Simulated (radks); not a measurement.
Numerical settings for neutral lead, [Hg] 6p2. Method: scalar-relativistic Kohn-Sham, BLYP, spin-polarised, spherical densities, finite nucleus; open shells are filled with parallel spins first (spin-orbit coupling, left out, can overturn this in heavy ions); Fermi nuclear charge, rms radius 5.5012 fm; computed with a radial shooting solver on a logarithmic mesh with Libxc functionals. The defaults (mesh step 0.008 in ln r, mesh end at 40 bohr or more with all orbitals vanishing there, Anderson mixing 0.5 over 9 steps, residual threshold near 1e-9 with the energy settled to 1e-9 hartree or 1e-11 of itself, here a cap of 91 iterations) give E = -20877.139 hartree and 6p at -3.723 eV in 15 iterations. Run on one thread of a shared host, so times are rough (Intel(R) Xeon(R) Platinum 8488C): 0.32 s of CPU time, 0.32 s wall, 15 iterations on 2440 mesh points. Changes against that run (0 stands for a change within the tolerance of the run):

setting,iterations,converged,E (mhartree),e(6p) (meV),CPU (s)
mesh step in ln r 0.08,2,no,diverged,-,0.02
mesh step in ln r 0.03,15,yes,+0.00863,0,0.12
mesh step in ln r 0.02,15,yes,+0.000827,0,0.14
mesh end (bohr) 400,15,yes,0,0,0.32
mesh end (bohr) 5,15,yes,+163,+3.58e+03,0.31
residual threshold 0.01,9,yes,0,+0.571,0.23
residual threshold 1e-13,31,yes,0,0,0.46
mixing 0.2,19,yes,0,0,0.4
"linear mixing, mixing 0.2",89,yes,0,0,1.4
"linear mixing, mixing 0.8",91,no,-0.166,-7.03,2.1
mixing history 3,18,yes,0,0,0.35
iteration cap 3,3,no,-98.7,-339,0.1

Settings that end as converged yet miss the energy by more than 1 mhartree: mesh end (bohr) 5 (+0.163 hartree). A mesh that ends early acts as a hard wall.
